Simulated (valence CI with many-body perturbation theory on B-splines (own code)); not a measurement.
## E1 line list for Xe21+

Method: valence CI with perturbative core correlation (CI+MBPT): five valence electrons over a frozen Dirac-Fock core [Ar] 3d10, a basis of 11 s, 11 p, 10 d, 8 f, 5 g, 2 h functions for each j, with the one-electron correlation potential Σ1, the two-electron term Σ2, the three-electron term Σ3, Breit, model QED; selected CI, second order for the rest, scaled by the run's own slope (own B-spline code, finite nucleus).

No measured levels were compared; by estimate levels hold to about 250 cm⁻¹ or 0.2 % of their energy and the worst to 1 %, as in measured heavy ions of charge 2 to 7; those with d or f electrons hold less well. Among the levels kept, up to 2100 cm⁻¹ of a level comes from second order outside the variational space, and about a tenth of that is noise between levels of different J, which matters for small intervals.

Lines 101 to 150 of 552 in falling wavelength, among levels below 1773500 cm⁻¹, chosen from the strongest by gf and those to the six lowest levels. Wavelengths and rates use the calculated energies, so an error of 1000 cm⁻¹ moves a line at 16.55 nm by 0.17 % and its rate by three times that or more. Electric multipoles are in the length gauge, E1 and E2 with the static RPA response of the core. Weak lines are less certain than strong ones. Lines between different terms over intervals too small for the method are left out, as are lines whose strength nearly cancels. Where a level lies close to another of its J and parity, the split of strength between their lines is uncertain. The highest levels of a list are the least certain.

Levels are named by their leading jj configuration (3d3/2^4 stands for four electrons in 3d with j = 3/2), which in mixed levels can hold well under half, so a name can repeat and another be missing. Letters in brackets count levels of one name in rising energy.

```
λ vac (nm)                               Upper                               Lower   A (s⁻¹)  S (a.u.)
     16.55        (4s 4p3/2^3 4d5/2) J=3/2 [a]          (4s^2 4p3/2^2 4d3/2) J=1/2  1.56e+10  1.40e-01
     16.51  (4s 4p1/2 4p3/2^2 4d3/2) J=7/2 [c]      (4s^2 4p1/2 4p3/2 4d3/2) J=7/2  1.16e+10  2.06e-01
     16.39  (4s 4p1/2 4p3/2^2 4d3/2) J=3/2 [d]  (4s^2 4p1/2 4p3/2 4d3/2) J=5/2 [a]  4.23e+10  3.67e-01
     16.37  (4s^2 4p1/2 4p3/2 4d3/2) J=5/2 [b]                (4s^2 4p3/2^3) J=3/2  1.73e+08  2.25e-03
     16.34            (4s 4p1/2 4p3/2^3) J=1/2          (4s^2 4p1/2 4p3/2^2) J=3/2  3.50e+10  1.50e-01
     16.30  (4s 4p1/2 4p3/2^2 4d5/2) J=7/2 [c]  (4s^2 4p1/2 4p3/2 4d5/2) J=7/2 [a]  8.76e+09  1.50e-01
     16.29      (4s^2 4p1/2 4d3/2 4d5/2) J=5/2  (4s^2 4p1/2 4p3/2 4d5/2) J=5/2 [b]  8.46e+09  1.08e-01
     16.28  (4s 4p1/2 4p3/2^2 4d5/2) J=7/2 [d]      (4s^2 4p1/2 4p3/2 4d5/2) J=9/2  1.18e+10  2.01e-01
     16.21  (4s 4p1/2 4p3/2^2 4d5/2) J=5/2 [c]      (4s^2 4p1/2 4p3/2 4d3/2) J=7/2  7.43e+09  9.38e-02
     16.18  (4s^2 4p1/2 4p3/2 4d3/2) J=3/2 [b]                (4s^2 4p3/2^3) J=3/2  1.43e+09  1.20e-02
     16.15  (4s^2 4p1/2 4p3/2 4d3/2) J=1/2 [b]                (4s^2 4p3/2^3) J=3/2  1.53e+09  6.35e-03
     16.13        (4s 4p3/2^3 4d3/2) J=1/2 [b]      (4s^2 4p3/2^2 4d3/2) J=3/2 [a]  2.59e+10  1.07e-01
     16.10  (4s 4p1/2 4p3/2^2 4d5/2) J=7/2 [e]      (4s^2 4p1/2 4p3/2 4d5/2) J=9/2  6.17e+10  1.02e+00
     16.05             (4p1/2^2 4p3/2^3) J=3/2          (4s 4p1/2^2 4p3/2^2) J=5/2  5.49e+09  4.48e-02
     16.05        (4s 4p3/2^3 4d5/2) J=5/2 [a]  (4s^2 4p1/2 4p3/2 4d5/2) J=7/2 [b]  4.35e+10  5.32e-01
     16.02          (4s^2 4p1/2^2 4d5/2) J=5/2          (4s^2 4p1/2 4p3/2^2) J=3/2  1.33e+08  1.61e-03
     16.02  (4s 4p1/2 4p3/2^2 4d5/2) J=5/2 [d]      (4s^2 4p1/2 4p3/2 4d3/2) J=7/2  1.10e+10  1.34e-01
     16.01        (4s 4p1/2 4p3/2^3) J=3/2 [b]          (4s^2 4p1/2 4p3/2^2) J=3/2  8.96e+08  7.25e-03
     15.98  (4s 4p1/2 4p3/2^2 4d3/2) J=1/2 [b]  (4s^2 4p1/2 4p3/2 4d3/2) J=3/2 [a]  2.78e+10  1.12e-01
     15.93        (4s 4p3/2^3 4d3/2) J=3/2 [c]          (4s^2 4p3/2^2 4d3/2) J=5/2  2.29e+10  1.83e-01
     15.84        (4s 4p3/2^3 4d5/2) J=7/2 [b]          (4s^2 4p3/2^2 4d5/2) J=9/2  5.64e+10  8.86e-01
     15.82        (4s 4p3/2^3 4d3/2) J=1/2 [b]          (4s^2 4p3/2^2 4d3/2) J=1/2  2.20e+10  8.62e-02
     15.81  (4s^2 4p1/2 4p3/2 4d3/2) J=1/2 [a]          (4s^2 4p1/2 4p3/2^2) J=1/2  4.20e+09  1.64e-02
     15.79  (4s^2 4p1/2 4d3/2 4d5/2) J=3/2 [a]  (4s^2 4p1/2 4p3/2 4d5/2) J=5/2 [b]  1.62e+10  1.26e-01
     15.74  (4s^2 4p1/2 4p3/2 4f5/2) J=5/2 [c]          (4s^2 4p3/2^2 4d3/2) J=7/2  1.97e+10  2.28e-01
     15.69  (4s 4p1/2^2 4p3/2 4d3/2) J=3/2 [c]          (4s^2 4p1/2^2 4d3/2) J=3/2  1.47e+10  1.12e-01
     15.61        (4s 4p3/2^3 4d5/2) J=5/2 [b]  (4s^2 4p1/2 4p3/2 4d5/2) J=7/2 [b]  2.64e+10  2.97e-01
     15.56        (4s 4p3/2^3 4d5/2) J=7/2 [b]          (4s^2 4p3/2^2 4d5/2) J=7/2  6.18e+09  9.19e-02
     15.52  (4s^2 4p1/2 4p3/2 4d3/2) J=3/2 [a]          (4s^2 4p1/2 4p3/2^2) J=1/2  4.00e+09  2.95e-02
     15.51  (4s 4p1/2 4p3/2^2 4d5/2) J=7/2 [e]  (4s^2 4p1/2 4p3/2 4d5/2) J=7/2 [a]  6.79e+09  1.00e-01
     15.50  (4s^2 4p1/2 4p3/2 4d5/2) J=3/2 [b]                (4s^2 4p3/2^3) J=3/2  5.36e+08  3.94e-03
     15.48        (4s 4p1/2 4p3/2^3) J=3/2 [a]          (4s^2 4p1/2^2 4p3/2) J=3/2  9.68e+08  7.09e-03
     15.42      (4s^2 4p1/2 4d3/2 4d5/2) J=7/2  (4s^2 4p1/2 4p3/2 4d5/2) J=7/2 [b]  1.03e+10  1.49e-01
     15.35  (4s^2 4p1/2 4p3/2 4f7/2) J=5/2 [a]          (4s^2 4p3/2^2 4d3/2) J=7/2  3.05e+10  3.27e-01
     15.33          (4s^2 4p3/2^2 4f5/2) J=7/2      (4s^2 4p3/2^2 4d5/2) J=5/2 [b]  1.14e+10  1.62e-01
     15.31  (4s 4p1/2 4p3/2^2 4d5/2) J=3/2 [d]  (4s^2 4p1/2 4p3/2 4d5/2) J=5/2 [a]  2.13e+10  1.51e-01
     15.30  (4s 4p1/2 4p3/2^2 4d5/2) J=5/2 [e]      (4s^2 4p1/2 4p3/2 4d3/2) J=7/2  9.61e+09  1.02e-01
     15.30      (4s^2 4p1/2 4d5/2^2) J=5/2 [a]          (4s^2 4p3/2^2 4d5/2) J=7/2  9.22e+09  9.77e-02
     15.23  (4s^2 4p1/2 4p3/2 4d3/2) J=5/2 [a]          (4s^2 4p1/2 4p3/2^2) J=5/2  1.37e+09  1.43e-02
     15.20  (4s 4p1/2^2 4p3/2 4d3/2) J=5/2 [a]          (4s 4p1/2^2 4p3/2^2) J=5/2  3.50e+09  3.64e-02
     15.19          (4s^2 4p1/2 4d5/2^2) J=7/2  (4s^2 4p1/2 4p3/2 4d5/2) J=5/2 [b]  1.36e+10  1.88e-01
     15.19  (4s^2 4p1/2 4p3/2 4d5/2) J=5/2 [b]                (4s^2 4p3/2^3) J=3/2  1.18e+09  1.23e-02
     15.17  (4s 4p1/2^2 4p3/2 4d3/2) J=3/2 [a]          (4s 4p1/2^2 4p3/2^2) J=5/2  6.69e+09  4.61e-02
     15.16        (4s 4p3/2^3 4d5/2) J=5/2 [c]          (4s^2 4p3/2^2 4d5/2) J=7/2  1.16e+10  1.20e-01
     15.10  (4s 4p1/2^2 4p3/2 4d3/2) J=7/2 [a]          (4s 4p1/2^2 4p3/2^2) J=5/2  1.04e+09  1.42e-02
     14.90      (4s^2 4p1/2 4p3/2 4d5/2) J=1/2                (4s^2 4p3/2^3) J=3/2  1.55e+10  5.06e-02
     14.84      (4s^2 4p1/2 4p3/2 4d3/2) J=7/2          (4s^2 4p1/2 4p3/2^2) J=5/2  7.73e+08  9.97e-03
     14.80      (4s^2 4p1/2 4d3/2^2) J=5/2 [a]      (4s^2 4p1/2 4p3/2 4d3/2) J=7/2  1.68e+10  1.61e-01
     14.79        (4s 4p3/2^3 4d3/2) J=1/2 [a]  (4s^2 4p1/2 4p3/2 4d3/2) J=3/2 [a]  2.83e+10  9.04e-02
     14.76          (4s^2 4p1/2^2 4f7/2) J=7/2      (4s^2 4p1/2 4p3/2 4d5/2) J=9/2  1.35e+10  1.72e-01
```
